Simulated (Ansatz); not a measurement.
Mulliken charges of Cl₂GeH₃SSi (`Cl[SiH][S][GeH2][Cl]`) radical from PBE/def2-TZVPP in Ansatz (PBE0-D4/def2-TZVP geometry).

| atom | x (Å) | y (Å) | z (Å) | charge (e) |
| --- | --- | --- | --- | --- |
| Cl1 | -2.353 | 0.992 | -0.175 | -0.192 |
| Si2 | -1.580 | -0.697 | 0.721 | 0.304 |
| S3 | 0.117 | -1.458 | -0.311 | -0.270 |
| Ge4 | 1.376 | 0.370 | -0.379 | 0.375 |
| Cl5 | 1.512 | 1.220 | 1.592 | -0.260 |
| H6 | -2.602 | -1.777 | 0.636 | -0.026 |
| H7 | 2.773 | -0.088 | -0.804 | 0.031 |
| H8 | 0.757 | 1.438 | -1.280 | 0.038 |

Q: By hand: the dipole of these point charges (1 e Å = 4.8032 D).

A: Σ q r = (0.245, -0.089, -0.309) e Å, of length 0.404 e Å = 1.94 D.

Q: How does the dipole of the full density compare? (An estimate is asked.)

A: The calculation gave: (0.117, -0.089, -0.214) e Å, 1.25 D; the point charges give 1.55 times that, at 12° from its direction.

Point charges leave out the atoms' own dipoles, such as those of lone pairs, and Mulliken's split depends on the basis, so the two needn't agree.
